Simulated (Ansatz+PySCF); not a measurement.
The numbers below are computed, except where a source is named.
# Several solutions for septet MnF

```xyz
2

Mn    0.0000    0.0000    0.0000
F     0.0000    0.0000    1.9094
```

Basis set: def2-SVP (spherical functions). Charge 0, multiplicity 7.

PBE0 (restricted open-shell) was run from several starts with Ansatz (development build ahead of 0.2.0) and PySCF 2.14.0.

| run | program | start | converged | energy (hartree) | <S²> |
| --- | --- | --- | --- | --- | --- |
| A | Ansatz | stability test followed | yes | -1250.31736 | 12.00 |
| B | Ansatz | search for the lowest state | yes | -1250.31736 | 12.00 |
| C | Ansatz | atomic start, no search | yes | -1250.31736 | 12.00 |
| D | PySCF | program defaults | no | – | – |

Which runs reached the lowest solution of this kind, and what is wrong with the others?

A, B, C reached the lowest solution found. Not converged: D.
